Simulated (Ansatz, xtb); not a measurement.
# A geometry optimisation of H4O3SSi with r2SCAN-D4/def2-SVP

The starting geometry of this gas-phase singlet was built from a drawn formula by distance geometry and a force field; its bonds are those of `O=[SH][SiH](O)O`.

```json
{"atom": "O", "x (Å)": "-1.7080", "y (Å)": "-0.7565", "z (Å)": "0.4511"}
{"atom": "O", "x (Å)": "2.1470", "y (Å)": "-1.0208", "z (Å)": "-0.1333"}
{"atom": "O", "x (Å)": "0.1322", "y (Å)": "-0.2270", "z (Å)": "-1.7071"}
{"atom": "S", "x (Å)": "-0.6955", "y (Å)": "-1.9238", "z (Å)": "0.7085"}
{"atom": "Si", "x (Å)": "0.7084", "y (Å)": "-1.5146", "z (Å)": "-0.7962"}
{"atom": "H", "x (Å)": "-0.0582", "y (Å)": "-1.4312", "z (Å)": "1.7216"}
{"atom": "H", "x (Å)": "0.9766", "y (Å)": "-2.6974", "z (Å)": "-1.6938"}
{"atom": "H", "x (Å)": "2.5023", "y (Å)": "-0.1855", "z (Å)": "-0.4860"}
{"atom": "H", "x (Å)": "-0.6737", "y (Å)": "0.1111", "z (Å)": "-1.4005"}
```

Q: Where would you expect an optimisation with r2SCAN-D4/def2-SVP to take it?

A: It keeps its bonds, and is `O=[SH][SiH](O)O`. Distances that change by over a tenth: O3–H9 (0.93 → 1.03 Å), S4–Si5 (2.10 → 2.32 Å).

The energy falls by 0.81 eV over 12 steps:

```csv
step,E − E(last) (eV)
1,0.812
2,0.265
3,0.159
5,0.034
6,0.006
7,0.004
8,0.001
10,0.000
11,0.000
12,0.000
```

Final geometry (Å):

| atom | x (Å) | y (Å) | z (Å) |
| --- | --- | --- | --- |
| O | -1.6862 | -0.5966 | 0.2208 |
| O | 2.2939 | -1.1143 | -0.3475 |
| O | -0.0265 | -0.2933 | -1.6735 |
| S | -0.7776 | -1.7727 | 0.6811 |
| Si | 0.8168 | -1.4956 | -0.9775 |
| H | 0.1250 | -1.2806 | 1.6281 |
| H | 1.0075 | -2.7470 | -1.7338 |
| H | 2.4227 | -0.2002 | -0.0619 |
| H | -0.8443 | -0.1454 | -1.0715 |

From the same start GFN2-xTB ends elsewhere, differing in O1–H9 (1.00 against 1.61 Å here), O3–H9 (1.73 against 1.03 Å here).

No frequencies were run, so the end isn't proven a minimum. Run with Ansatz 0.2.0, 29 s on 2 threads of Intel(R) Xeon(R) Processor @ 2.70GHz, with other jobs on the host.
